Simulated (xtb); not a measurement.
Input for xtb: GFN2-xTB on AlH3O3 (SMILES [OH][Al]([OH])[OH]), a point of a torsion scan.

```
$ xtb mol.xyz --gfn 2 --opt vtight --chrg 0 --uhf 0 --input xcontrol
7

O     -1.64555393    -0.89784077    -0.25335674
Al    -0.03345568    -0.09985878    -0.66042940
O      0.33061069     1.48358055     0.21234554
O      1.35438547    -1.22092916    -1.07265881
H     -1.92440100    -0.69118226     0.68239990
H      0.60931677     1.24498855     1.12944741
H      1.99117187    -1.33899020    -0.31668385
$constrain
  force constant=1.0
  dihedral: 5,1,2,3,330.0
$end
```

The log:

```
[...]
           -------------------------------------------------
          |                Calculation Setup                |
           -------------------------------------------------



           -------------------------------------------------
          |                 G F N 2 - x T B                 |
           -------------------------------------------------

        Reference                      10.1021/acs.jctc.8b01176
      * Hamiltonian:
        H0-scaling (s, p, d)           1.850000    2.230000    2.230000
        zeta-weighting                 0.500000
      * Dispersion:
        s8                             2.700000
        a1                             0.520000
        a2                             5.000000
        s9                             5.000000
      * Repulsion:
        kExp                           1.500000    1.000000
        rExp                           1.000000
      * Coulomb:
        alpha                          2.000000
        third order                    shell-resolved
        anisotropic                    true
        a3                             3.000000
        a5                             4.000000
        cn-shift                       1.200000
        cn-exp                         4.000000
        max-rad                        5.000000


          ...................................................
          :                      SETUP                      :
          :.................................................:
          :  # basis functions                  25          :
          :  # atomic orbitals                  24          :
          :  # shells                           12          :
          :  # electrons                        24          :
          :  max. iterations                   250          :
          :  Hamiltonian                  GFN2-xTB          :
          :  restarted?                      false          :
          :  GBSA solvation                  false          :
          :  PC potential                    false          :
          :  electronic temp.          300.0000000     K    :
          :  accuracy                    1.0000000          :
          :  -> integral cutoff          0.2500000E+02      :
          :  -> integral neglect         0.1000000E-07      :
          :  -> SCF convergence          0.1000000E-05 Eh   :
          :  -> wf. convergence          0.1000000E-03 e    :
          :  Broyden damping             0.4000000          :
          :  net charge                          0          :
          :  unpaired electrons                  0          :
          ...................................................

 iter      E             dE          RMSdq      gap      omega  full diag
   1    -14.8909804 -0.148910E+02  0.173E+01    5.17       0.0  T
   2    -14.9516194 -0.606390E-01  0.102E+01    3.57       1.0  T
   3    -14.9549250 -0.330561E-02  0.152E+00    3.30       1.0  T
   4    -14.9573008 -0.237577E-02  0.879E-01    3.65       1.0  T
   5    -14.9573169 -0.161515E-04  0.228E-01    3.53       1.0  T
   6    -14.9574768 -0.159905E-03  0.165E-01    3.65       1.0  T
   7    -14.9575519 -0.750384E-04  0.522E-02    3.61       1.0  T
   8    -14.9575571 -0.521061E-05  0.306E-02    3.61       1.2  T
   9    -14.9575596 -0.250315E-05  0.564E-03    3.60       6.7  T
  10    -14.9575598 -0.246068E-06  0.252E-03    3.60      15.0  T
  11    -14.9575598 -0.673941E-09  0.726E-04    3.60      52.1  T
  12    -14.9575598  0.128253E-10  0.198E-04    3.60     190.9  T

   *** convergence criteria satisfied after 12 iterations ***

         #    Occupation            Energy/Eh            Energy/eV
      -------------------------------------------------------------
         1        2.0000           -0.6781586             -18.4536
       ...           ...                  ...                  ...
         6        2.0000           -0.5505584             -14.9815
         7        2.0000           -0.5080987             -13.8261
         8        2.0000           -0.4742874             -12.9060
         9        2.0000           -0.4716027             -12.8330
        10        2.0000           -0.4581681             -12.4674
        11        2.0000           -0.4559053             -12.4058
        12        2.0000           -0.4500516             -12.2465 (HOMO)
        13                         -0.3177485              -8.6464 (LUMO)
        14                         -0.1105132              -3.0072
        15                         -0.1099777              -2.9926
        16                         -0.0961000              -2.6150
        17                          0.0121415               0.3304
       ...                                ...                  ...
        24                          0.6844935              18.6260
      -------------------------------------------------------------
                  HL-Gap            0.1323031 Eh            3.6002 eV
             Fermi-
[...]
                         ...                  ...
        24                          1.0157638              27.6403
      -------------------------------------------------------------
                  HL-Gap            0.2128015 Eh            5.7906 eV
             Fermi-level           -0.3456445 Eh           -9.4055 eV

 SCC (total)                   0 d,  0 h,  0 min,  0.004 sec
 SCC setup                      ...        0 min,  0.000 sec (  2.330%)
 Dispersion                     ...        0 min,  0.000 sec (  0.937%)
 classical contributions        ...        0 min,  0.000 sec (  0.362%)
 integral evaluation            ...        0 min,  0.001 sec ( 25.494%)
 iterations                     ...        0 min,  0.001 sec ( 22.952%)
 molecular gradient             ...        0 min,  0.002 sec ( 43.132%)
 printout                       ...        0 min,  0.000 sec (  4.354%)

         :::::::::::::::::::::::::::::::::::::::::::::::::::::
         ::                     SUMMARY                     ::
         :::::::::::::::::::::::::::::::::::::::::::::::::::::
         :: total energy             -14.971538961570 Eh    ::
         :: gradient norm              0.000152367882 Eh/a0 ::
         :: HOMO-LUMO gap              5.790624855624 eV    ::
         ::.................................................::
         :: SCC energy               -15.075701445988 Eh    ::
         :: -> isotropic ES            0.120856382642 Eh    ::
         :: -> anisotropic ES          0.002661999631 Eh    ::
         :: -> anisotropic XC         -0.003177265866 Eh    ::
         :: -> dispersion             -0.002387672840 Eh    ::
         :: repulsion energy           0.104158212504 Eh    ::
         :: add. restraining           0.000004271914 Eh    ::
         :: total charge               0.000000000000 e     ::
         :::::::::::::::::::::::::::::::::::::::::::::::::::::

           -------------------------------------------------
          |                Property Printout                |
           -------------------------------------------------

    * Orbital Energies and Occupations

         #    Occupation            Energy/Eh            Energy/eV
      -------------------------------------------------------------
         1        2.0000           -0.6748180             -18.3627
         2        2.0000           -0.6617396             -18.0069
         3        2.0000           -0.6612709             -17.9941
         4        2.0000           -0.5798552             -15.7787
         5        2.0000           -0.5435518             -14.7908
         6        2.0000           -0.5424584             -14.7610
         7        2.0000           -0.4667242             -12.7002
         8        2.0000           -0.4617874             -12.5659
         9        2.0000           -0.4586853             -12.4815
        10        2.0000           -0.4578117             -12.4577
        11        2.0000           -0.4563063             -12.4167
        12        2.0000           -0.4520453             -12.3008 (HOMO)
        13                         -0.2392437              -6.5102 (LUMO)
        14                         -0.0646283              -1.7586
        15                          0.0420254               1.1436
        16                          0.0454541               1.2369
        17                          0.0635731               1.7299
        18                          0.0686448               1.8679
        19                          0.1071305               2.9152
        20                          0.2095391               5.7018
        21                          0.2128848               5.7929
        22                          0.5757883              15.6680
        23                          0.9923787              27.0040
        24                          1.0157638              27.6403
      -------------------------------------------------------------
                  HL-Gap            0.2128015 Eh            5.7906 eV
             Fermi-level           -0.3456445 Eh           -9.4055 eV

     #   Z          covCN         q      C6AA      α(0)
     1   8 O        1.542    -0.468    22.287     6.369
     2  13 Al       2.213     0.450   123.799    24.921
     3   8 O        1.541    -0.464    22.223     6.360
Note: The following floating-point exceptions are signalling: IEEE_UNDERFLOW_FLAG IEEE_DENORMAL
normal termination of xtb
     4   8 O        1.541    -0.466    22.265     6.365
     5   1 H        0.808     0.316     0.674     1.289
     6   1 H        0.810     0.316     0.673     1.288
     7   1 H        0.809     0.316     0.675     1.290

 Mol. C6AA /au·bohr⁶  :        727.552650
 Mol. C8AA /au·bohr⁸  :      31001.648581
 Mol. α(0) /au        :         47.881470


Wiberg/Mayer (AO) data.
largest (>0.10) Wiberg bond orders for each atom

 ---------------------------------------------------------------------------
     #   Z sym  total        # sym  WBO       # sym  WBO       # sym  WBO
 ---------------------------------------------------------------------------
     1   8 O    2.271 --     2 Al   1.320     5 H    0.863
     2  13 Al   4.034 --     3 O    1.321     1 O    1.320     4 O    1.317
     3   8 O    2.273 --     2 Al   1.321     6 H    0.864
     4   8 O    2.270 --     2 Al   1.317     7 H    0.865
     5   1 H    0.900 --     1 O    0.863
     6   1 H    0.900 --     3 O    0.864
     7   1 H    0.900 --     4 O    0.865
 ---------------------------------------------------------------------------

Topologies differ in total number of bonds
Writing topology from bond orders to xtbtopo.mol

molecular dipole:
                 x           y           z       tot (Debye)
 q only:        0.030      -0.145       0.123
   full:        0.033      -0.187       0.154       0.621
molecular quadrupole (traceless):
                xx          xy          yy          xz          yz          zz
 q only:        1.071       1.086       1.230      -1.172       1.499      -2.301
  q+dip:        1.570       1.396       1.602      -1.505       2.099      -3.172
   full:        0.343       1.322       1.009      -1.216       0.720      -1.352

           -------------------------------------------------
          |                Geometry Summary                 |
           -------------------------------------------------

      molecular mass/u    :       78.0035755
   center of mass at/Å    :        0.0908252      -0.1890728      -0.0568924
  moments of inertia/u·Å² :        0.7457161E+02   0.7551244E+02   0.1499299E+03
rotational constants/cm⁻¹ :        0.2260597E+00   0.2232431E+00   0.1124368E+00

 * 6 selected distances

     #   Z          #   Z                                           value/Å
     1   8 O        2  13 Al                                      1.6561613
     2  13 Al       3   8 O                                       1.6593115
     2  13 Al       4   8 O                                       1.6606472 (max)
     1   8 O        5   1 H                                       0.9460606 (min)
     3   8 O        6   1 H                                       0.9469864
     4   8 O        7   1 H                                       0.9469632

 * 2 distinct bonds (by element types)

   Z      Z             #   av. dist./Å        max./Å        min./Å
   1 H    8 O           3     0.9466700     0.9469864     0.9460606
   8 O   13 Al          3     1.6587067     1.6606472     1.6561613


optimized geometry written to: xtbopt.xyz


           -------------------------------------------------
          | TOTAL ENERGY              -14.971538961570 Eh   |
          | GRADIENT NORM               0.000152367882 Eh/α |
          | HOMO-LUMO GAP               5.790624855624 eV   |
           -------------------------------------------------

------------------------------------------------------------------------
------------------------------------------------------------------------
 total:
 SCF:
 ANC optimizer:
```

The run finished.

Warnings raised: the energy holds the restraint's term.

Cost: very roughly 0.4 core-seconds.
